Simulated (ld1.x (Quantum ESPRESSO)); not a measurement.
The numbers below are computed, except where a source is named.
**Hardness and transferability of assorted potentials**

Generated with ld1.x 7.5 (TM, RRKJ, ultrasoft, PAW), atompaw 4.2 or ONCVPSP 4.0.1. The cutoff is in Ry: for ld1.x and atompaw files where the sum of valence levels is converged to 10 mRy in a Bessel basis, for ONCV files where the hardest occupied wave has 1 mHa per electron of residual kinetic energy. The error is the largest all-electron minus pseudo excitation energy over each file’s own four to seven test configurations (ionisations up to +4, promotions, holes and added fractions of an electron), all of which were solved. The labels leave out finer settings (local radius, basis sizes, second energies), which also bear on the numbers. Spin-polarised tests are not counted. The rows are a selection from randomly drawn settings: files with unsolved tests, undetermined cutoffs or missed reference levels are left out.

A true bound ghost makes a file unfit for plane-wave use even where its test errors are small: the radial tests pick states by their node count and pass the ghost by.

```tsv
element	potential	cutoff (Ry)	largest error (meV)	bound ghosts
He	TM, PBEsol, scalar-relativistic, rc 0.70/0.70 (sp), local s, core correction no, reference 1s2	110	+9.6	none
N	ultrasoft, PBE, non-relativistic, rc 0.85/1.45 (sp), local smoothed, core correction no, reference 2s2 2p3	45	+58	none
O	TM, PBEsol, scalar-relativistic, rc 0.80/1.15/1.15 (spd), local smoothed, core correction yes, reference 2s1.75 2p4.25	100	+972	none
Mg	PAW, PBE, non-relativistic, rc 2.15/3.00 (sp), local smoothed, core correction yes, reference 3s1 3p0	6	-4.0	none
```

Task: Fill in the row for I: TM, LDA (PZ), scalar-relativistic, rc 1.55/1.55 (sp), local smoothed, core correction yes, reference 5s2 5p3.

Result: cutoff 55 Ry, largest error +45 meV, bound ghosts: s, d.
